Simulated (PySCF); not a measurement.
Gas-phase reaction: 4 InI + O2 ⇌ 2 In2O + 2 I2

Method: PySCF energies plus ideal-gas RRHO corrections (1 bar). † marks an energy on the PBE0/def2-TZVP geometry and frequencies. MP2 and CCSD(T) freeze the core. Open shells (unrestricted): O2 (multiplicity 3); the rest are closed-shell singlets. B3LYP is the form with VWN-RPA correlation. I, In: scalar-relativistic def2 core potential, no spin-orbit coupling. MP2 isn't extrapolated to the basis-set limit. CCSD(T) isn't extrapolated to the basis-set limit. Warning, large T1 diagnostic: In2O (CCSD(T)/def2-TZVPP†).

CCSD(T)/def2-TZVPP† gives ΔH°(298 K) = -13 kJ.

Problem. What do r2SCAN/def2-TZVP†, B3LYP/def2-TZVP†, MP2/def2-TZVPP† give?

Solution. r2SCAN/def2-TZVP†: 25 kJ; B3LYP/def2-TZVP†: 20 kJ; MP2/def2-TZVPP†: -34 kJ. For scale, ΔH°(298 K) is -13 kJ at this level, -5 kJ at ωB97M-V/def2-TZVP†, and runs from -223 to 174 kJ over the 18 levels computed.
